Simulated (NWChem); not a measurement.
Molecule: HTeSBr; SMILES Br[Te]S

```xyz
4

Te     0.6115    -0.5839    -0.0017
Br    -0.2188     1.8051     0.0160
S     -1.4196    -1.8304     0.0610
H     -1.6503    -1.8674    -1.2729
```
Atoms are numbered in this order, from 1.

Results from NWChem. Structure relaxed at the PBE0/def2-SVP level. def2 effective core potentials on Te; no spin-orbit coupling. Static field.

```json
[
 {"level": "PBE/def2-SVPD", "isotropic polarisability (bohr³)": "…", "anisotropy (bohr³)": "…"},
 {"level": "B3LYP/def2-SVPD", "isotropic polarisability (bohr³)": "89.1", "anisotropy (bohr³)": "45.4"},
 {"level": "Hartree-Fock/def2-SVPD", "isotropic polarisability (bohr³)": "85.2", "anisotropy (bohr³)": "42.9"}
]
```

**Question.** Complete the blanks.

**Answer.** 
- PBE/def2-SVPD, isotropic polarisability (bohr³): 91.0
- PBE/def2-SVPD, anisotropy (bohr³): 46.5
